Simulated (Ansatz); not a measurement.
Ansatz results at the PBE0-D4/def2-TZVP geometry: HOMO energy (PBE0/def2-TZVPP) -7.73 eV; HOMO energy (ωB97M-V/def2-TZVPP) -10.08 eV; size of the dipole moment (PBE/def2-TZVPP) 0.73 D.

Each molecule was computed in one conformer, which needn't be the lowest.

Q: Which molecule gave them?
A. `C[O][Ti]([O]C)([O]C)[O][Si](O)(O)O`
B. `[F][Ti]([F])([F])[SH]`
C. `[OH][Ti]([F])([F])[F]`
D. `[CH3][Ti]([F])([F])[F]`

A: A. The others give `[F][Ti]([F])([F])[SH]`: -8.42, -10.56, 0.88; `[CH3][Ti]([F])([F])[F]`: -8.90, -11.23, 1.33; `[OH][Ti]([F])([F])[F]`: -10.59, -13.06, 2.43.
